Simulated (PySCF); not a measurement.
# 29Si chemical shifts

PySCF 2.14.0 with density-fitted response routines calculation with GFN2-xTB geometry and GIAO PBE0/pcSseg-1 shieldings; a single conformation, averaged over atoms made equivalent by symmetry, fast rotation or ring inversion, isolated molecule, non-relativistic.

Shieldings were converted by a linear fit to measured shifts: 29Si: δ = 279.94 − 0.822σ (rms 8.9 ppm, 72 shifts, 25.8 ppm with the 6 outliers that the fit left out vs TMS, solution or neat liquid). A few per cent of atoms miss by over 2 rms, more outside the fitted compound classes.

Give the 29Si shifts of `[SiH3]C[C@@H]1CC[SiH2]1`, `[SiH3]C[C@@H]1CC[SiH2]1`, `C[SiH2]N[SiH2]n1cncc1F`, `C[C@@H]1CC[SiH2][SiH2]1`, `O[SiH3]`, `C#CC1([SiH2]O[SiH3])C=C1`, `C=C[C@]1([SiH3])C[SiH2]1`.

Answers


```json
{"compound": "[SiH3:1][CH2:2][C@@H:3]1[CH2:4][CH2:5][SiH2:6]1", "environment": "Si6: silicon bonded to 2 C, 2 H, in a 4-membered ring", "δ (ppm)": "-29.7"}
{"compound": "[SiH3:1][CH2:2][C@@H:3]1[CH2:4][CH2:5][SiH2:6]1", "environment": "Si1: silicon bonded to C, 3 H", "δ (ppm)": "-69.1"}
{"compound": "[SiH3:1][CH2:2][C@@H:3]1[CH2:4][CH2:5][SiH2:6]1", "environment": "Si6: silicon bonded to 2 C, 2 H, in a 4-membered ring", "δ (ppm)": "-29.7"}
{"compound": "[SiH3:1][CH2:2][C@@H:3]1[CH2:4][CH2:5][SiH2:6]1", "environment": "Si1: silicon bonded to C, 3 H", "δ (ppm)": "-69.1"}
{"compound": "[CH3:1][SiH2:2][NH:3][SiH2:4][n:5]1[cH:6][n:7][cH:8][c:9]1[F:10]", "environment": "Si2: silicon bonded to C, N, 2 H", "δ (ppm)": "-34.0"}
{"compound": "[CH3:1][SiH2:2][NH:3][SiH2:4][n:5]1[cH:6][n:7][cH:8][c:9]1[F:10]", "environment": "Si4: silicon bonded to 2 N, 2 H", "δ (ppm)": "-39.7"}
{"compound": "[CH3:1][C@@H:2]1[CH2:3][CH2:4][SiH2:5][SiH2:6]1", "environment": "Si6: silicon bonded to C, Si, 2 H, in a 5-membered ring", "δ (ppm)": "-58.7"}
{"compound": "[CH3:1][C@@H:2]1[CH2:3][CH2:4][SiH2:5][SiH2:6]1", "environment": "Si5: silicon bonded to C, Si, 2 H, in a 5-membered ring", "δ (ppm)": "-64.0"}
{"compound": "O[SiH3]", "environment": "silicon bonded to O, 3 H", "δ (ppm)": "-37.3"}
{"compound": "[CH:1]#[C:2][C:3]1([SiH2:4][O:5][SiH3:6])[CH:7]=[CH:8]1", "environment": "Si4: silicon bonded to C, O, 2 H", "δ (ppm)": "-34.8"}
{"compound": "[CH:1]#[C:2][C:3]1([SiH2:4][O:5][SiH3:6])[CH:7]=[CH:8]1", "environment": "Si6: silicon bonded to O, 3 H", "δ (ppm)": "-43.3"}
{"compound": "[CH2:1]=[CH:2][C@:3]1([SiH3:4])[CH2:5][SiH2:6]1", "environment": "Si4: silicon bonded to C, 3 H", "δ (ppm)": "-56.5"}
{"compound": "[CH2:1]=[CH:2][C@:3]1([SiH3:4])[CH2:5][SiH2:6]1", "environment": "Si6: silicon bonded to 2 C, 2 H, in a 3-membered ring", "δ (ppm)": "-102.7"}
```
